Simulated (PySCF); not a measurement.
## The third ionisation energy along group 15

Calculated with PySCF 2.14 from differences of total energies of unrestricted determinants, without spin-orbit coupling. Values in eV. The last column holds reference values (NIST; (s) semi-empirical, (t) theoretical, else measured). Unmarked ones compare directly (S terms, centres of terms, or small fine structure); those marked * lie between the lowest fine-structure levels and include a spin-orbit shift.

| element | configurations | UHF | LDA | r2SCAN | MP2 (valence) | CCSD (valence) | CCSD(T) (valence) | reference |
| --- | --- | --- | --- | --- | --- | --- | --- | --- |
| N (aug-cc-pVTZ with one added diffuse shell each of s, p, d, f type, non-relativistic) | [He] 2s2 2p1 → [He] 2s2 | 47.266 | 47.834 | 48.188 | 47.453 | 47.209 | 47.238 | 47.445 (s) * |
| As (aug-cc-pVTZ-PP with one added diffuse shell each of s, d, f type with ECP10MDF, ECP) | [Ar] 3d10 4s2 4p1 → [Ar] 3d10 4s2 | 27.481 | 28.133 | 28.262 | 27.742 | 27.822 | 27.842 | 28.349 ± 0.012 * |
| Sb (aug-cc-pVTZ-PP with one added diffuse shell each of d, f type with ECP28MDF, ECP) | [Kr] 4d10 5s2 5p1 → [Kr] 4d10 5s2 | 24.139 | 24.920 | 24.872 | 24.361 | 24.432 | 24.449 | 25.323 * |
| Bi (aug-cc-pVTZ-PP with one added diffuse shell each of d, f type with ECP60MDF, ECP) | [Xe] 4f14 5d10 6s2 6p1 → [Xe] 4f14 5d10 6s2 | 23.042 | 23.883 | 23.727 | 23.237 | 23.292 | 23.302 | 25.571 * |

Fill in the row of P (aug-cc-pV(T+d)Z with one added diffuse shell each of s, p, d, f type, non-relativistic) ([Ne] 3s2 3p1 → [Ne] 3s2).

UHF 29.581; LDA 30.204; r2SCAN 30.370; MP2 (valence) 29.878; CCSD (valence) 30.007; CCSD(T) (valence) 30.036; reference 30.203 * (eV).

"Valence" correlates the outer s and p shells and, in groups 3 to 12 and the f block, the outer d or f shell, open or full, or the next shell where the ion has no valence electron left; the wider scheme adds the next inner shell.
